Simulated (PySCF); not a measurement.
PySCF input file for SbF₂, SMILES [F][Sb+][F] (connectivity only; charge and spin as stated), charge +1, multiplicity 1, TDA-PBE0/def2-SVPD. Geometry optimised at B3LYP-D3(BJ)/def2-TZVP. The multiplicity is an assumed one; other spin states were not compared. The isomer is the one that the SMILES or the coordinates give; other isomers of the formula were not compared. The def2 effective core potentials stand for the cores of Sb; spin–orbit coupling is left out.

```python
import numpy as np
from pyscf import gto, scf, dft, tdscf

mol = gto.M(
    atom='''
    Sb    0.00000000   -0.00000000    0.32283568
    F     0.00000000   -1.37780615   -0.91470110
    F     0.00000000    1.37780616   -0.91470109
    ''',
    basis='def2-SVPD',
    ecp={'Sb': 'def2-svp'},
    charge=1,
    spin=0,
    symmetry=True,
    max_memory=1600,
    verbose=4,
)
mf = dft.RKS(mol, xc='pbe0').density_fit(auxbasis='def2-universal-jkfit')
mf.grids.level = 3
mf.conv_tol = 1e-9
mf.max_cycle = 100
mf.kernel()
mf.grids = dft.Grids(mol).set(level=1).build(with_non0tab=True)  # coarser grid for the response kernel
td = tdscf.TDA(mf)
td.singlet = True
td.nstates = 10
td.conv_tol = 1e-4
td.positive_eig_threshold = 1e-6
td.kernel(x0=td.get_init_guess(mf, 15))
td.analyze()
tt = tdscf.TDA(mf)
tt.singlet = False
tt.nstates = 4
tt.conv_tol = 1e-4
tt.positive_eig_threshold = 1e-6
tt.kernel(x0=tt.get_init_guess(mf, 9))
tt.analyze(verbose=3)
```

Output:

```
PySCF version 2.14.0

[INPUT] verbose = 4
[INPUT] num. atoms = 3
[INPUT] num. electrons = 40
[INPUT] charge = 1
[INPUT] spin (= nelec alpha-beta = 2S) = 0
[INPUT] symmetry True subgroup None
[INPUT] Mole.unit = angstrom
[INPUT] Symbol           X                Y                Z      unit          X                Y                Z       unit  Magmom
[INPUT]  1 Sb     0.000000000000   0.000000000000   0.322835680000 AA    0.000000000000   0.000000000000   0.610071018438 Bohr   0.0
[INPUT]  2 F      0.000000000000  -1.377806150000  -0.914701100000 AA    0.000000000000  -2.603676276241  -1.728534564838 Bohr   0.0
[INPUT]  3 F      0.000000000000   1.377806160000  -0.914701090000 AA    0.000000000000   2.603676295139  -1.728534545941 Bohr   0.0

nuclear repulsion = 133.84930462573
point group symmetry = C2v
symmetry origin: [ 0.00000000e+00  2.46486014e-09 -8.21620028e-10]
symmetry axis x: [-1. -0. -0.]
symmetry axis y: [0.00000000e+00 1.00000000e+00 3.02140584e-09]
symmetry axis z: [ 0.00000000e+00 -3.02140584e-09  1.00000000e+00]
num. orbitals of irrep A1 = 31
num. orbitals of irrep A2 = 10
num. orbitals of irrep B1 = 14
num. orbitals of irrep B2 = 23
number of shells = 30
number of NR pGTOs = 133
number of NR cGTOs = 78
basis = def2-SVPD
ecp = {'Sb': 'def2-svp'}


******** <class 'pyscf.df.df_jk.DFSymAdaptedRKS'> ********
method = DFSymAdaptedRKS
initial guess = minao
damping factor = 0
level_shift factor = 0
DIIS = <class 'pyscf.scf.diis.CDIIS'>
diis_start_cycle = 1
diis_space = 8
diis_damp = 0
SCF conv_tol = 1e-09
SCF conv_tol_grad = None
SCF max_cycles = 100
direct_scf = False
XC library pyscf.dft.libxc version 7.1.2
    S. Lehtola, C. Steigemann, M. J. T. Oliveira, and M. A. L. Marques,  SoftwareX 7, 1–5 (2018)
XC functionals = pbe0
    C. Adamo and V. Barone,  J. Chem. Phys. 110, 6158 (1999)
    M. Ernzerhof and G. E. Scuseria,  J. Chem. Phys. 110, 5029 (1999)
radial grids:
    Treutler-Ahlrichs [JCP 102, 346 (1995); DOI:10.1063/1.469408] (M4) radial grids

becke partition: Becke, JCP 88, 2547 (1988); DOI:10.1063/1.454033
pruning grids: <function nwchem_prune>
grids dens level: 3
symmetrized grids: True
atomic radii adjust function: <function treutler_atomic_radii_adjust>
small_rho_cutoff = 0
Freeze 0 electrons in irreps []
    40 free electrons in irreps A1 A2 B1 B2
Set gradient conv threshold to 3.16228e-05
Initial guess from minao.
tot grids = 50488
******** <class 'pyscf.df.df.DF'> ********
auxbasis = def2-universal-jkfit
init E= -414.056240688434
HOMO (B2) = -0.943728514626294  LUMO (B1) = -0.820259638826037  gap/eV = 3.35976
cycle= 1 E= -438.63885733006  delta_E= -24.6  |g|= 2.07  |ddm|= 11.2
HOMO (A1) = -0.514185509399709  LUMO (B1) = -0.267105545851384  gap/eV = 6.72339
cycle= 2 E= -438.833901100397  delta_E= -0.195  |g|= 1.69  |ddm|= 7.58
HOMO (A1) = -0.574481949434091  LUMO (B1) = -0.38141398709001  gap/eV = 5.25365
cycle= 3 E= -439.21357910744  delta_E= -0.38  |g|= 0.777  |ddm|= 2.27
HOMO (A1) = -0.648922449276615  LUMO (B1) = -0.407970790922024  gap/eV = 6.55663
cycle= 4 E= -439.311690091293  delta_E= -0.0981  |g|= 0.14  |ddm|= 0.576
HOMO (A1) = -0.642596115030734  LUMO (B1) = -0.409264589913247  gap/eV = 6.34927
cycle= 5 E= -439.315446975992  delta_E= -0.00376  |g|= 0.0153  |ddm|= 0.133
HOMO (A1) = -0.642157279993494  LUMO (B1) = -0.407616626528657  gap/eV = 6.38218
cycle= 6 E= -439.315504008852  delta_E= -5.7e-05  |g|= 0.00116  |ddm|= 0.0195
HOMO (A1) = -0.642177978527467  LUMO (B1) = -0.407627563654812  gap/eV = 6.38244
cycle= 7 E= -439.315504383133  delta_E= -3.74e-07  |g|= 0.000348  |ddm|= 0.00231
HOMO (A1) = -0.642191300299878  LUMO (B1) = -0.407665737229049  gap/eV = 6.38177
cycle= 8 E= -439.315504407665  delta_E= -2.45e-08  |g|= 4.46e-05  |ddm|= 0.000521
HOMO (A1) = -0.64218833665262  LUMO (B1) = -0.407667078145569  gap/eV = 6.38165
cycle= 9 E= -439.315504408113  delta_E= -4.48e-10  |g|= 6.79e-06  |ddm|= 6.97e-05
HOMO (A1) = -0.642187091664944  LUMO (B1) = -0.407667194202508  gap/eV = 6.38161
Extra cycle  E= -439.315504408099  delta_E= 1.39e-11  |g|= 1.16e-05  |ddm|= 1.7e-05
converged SCF energy = -439.315504408099
tot grids = 18632
Overwritten attributes  positive_eig_threshold  of <class 'pyscf.tdscf.rks.TDA'>


******** <class 'pyscf.tdscf.rks.TDA'> for <class 'pyscf.df.df_jk.DFSymAdaptedRKS'> ********
nstates = 10 singlet
deg_eia_thresh = 1.000e-03
wfnsym = None
conv_tol = 0.0001
eigh lindep = 1e-12
eigh level_shift = 0
eigh max_cycle = 100


Excitation energies (eV)
[5.17350993 5.51206455 6.40226533 6.65063401 7.14329612 7.30597243
 8.49516487 8.49843486 8.70640608 8.96550545]

** Singlet excitation energies and oscillator strengths **
Excited State   1:   B1      5.17351 eV    239.65 nm  f=0.0556
      16 -> 21        0.12752
      20 -> 21       -0.68814
Excited State   2:   A2      5.51206 eV    224.93 nm  f=0.0000
      19 -> 21        0.70627
Excited State   3:   B2      6.40227 eV    193.66 nm  f=0.0063
      18 -> 21       -0.65834
      20 -> 22       -0.21556
Excited State   4:   B1      6.65063 eV    186.42 nm  f=0.0265
      16 -> 21        0.69216
      20 -> 21        0.11813
Excited State   5:   A1      7.14330 eV    173.57 nm  f=0.0054
      15 -> 22        0.12294
      17 -> 21        0.66260
      20 -> 23        0.17219
Excited State   6:   A2      7.30597 eV    169.70 nm  f=0.0000
      15 -> 21       -0.70565
Excited State   7:   A1      8.49516 eV    145.95 nm  f=0.0006
      16 -> 23        0.10118
      19 -> 22        0.69270
Excited State   8:   B2      8.49843 eV    145.89 nm  f=0.0918
      16 -> 22        0.15593
      18 -> 21        0.10536
      19 -> 23        0.43233
      20 -> 22       -0.51646
Excited State   9:   B1      8.70641 eV    142.41 nm  f=0.0110
      18 -> 22       -0.70053
Excited State  10:   A1      8.96551 eV    138.29 nm  f=0.1785
      15 -> 22        0.17188
      16 -> 23        0.22929
      17 -> 21        0.10689
      20 -> 23       -0.63256

** Transition electric dipole moments (AU) **
state          X           Y           Z        Dip. S.      Osc.
  1        -0.6624     -0.0000      0.0000      0.4388      0.0556
  2         0.0000     -0.0000      0.0000      0.0000      0.0000
  3         0.0000      0.2007      0.0000      0.0403      0.0063
  4         0.4036     -0.0000     -0.0000      0.1629      0.0265
  5        -0.0000      0.0000     -0.1762      0.0310      0.0054
  6         0.0000     -0.0000      0.0000      0.0000      0.0000
  7        -0.0000      0.0000     -0.0514      0.0026      0.0006
  8         0.0000     -0.6640      0.0000      0.4409      0.0918
  9        -0.2270      0.0000      0.0000      0.0515      0.0110
 10        -0.0000      0.0000     -0.9013      0.8124      0.1785

WARN: ECP detected. Skipping calculation of transition velocity and magnetic dipole moments, which have not yet been implemented.



******** <class 'pyscf.tdscf.rks.TDA'> for <class 'pyscf.df.df_jk.DFSymAdaptedRKS'> ********
nstates = 4 triplet
deg_eia_thresh = 1.000e-03
wfnsym = None
conv_tol = 0.0001
eigh lindep = 1e-12
eigh level_shift = 0
eigh max_cycle = 100


Excitation energies (eV)
[3.853558   5.32314876 5.36135446 5.89275728]

** Triplet excitation energies and oscillator strengths **
Excited State   1:   B1      3.85356 eV    321.74 nm  f=0.0000
Excited State   2:   A2      5.32315 eV    232.92 nm  f=0.0000
Excited State   3:   B2      5.36135 eV    231.26 nm  f=0.0000
Excited State   4:   A1      5.89276 eV    210.40 nm  f=0.0000
```

The calculation finished and met its thresholds.
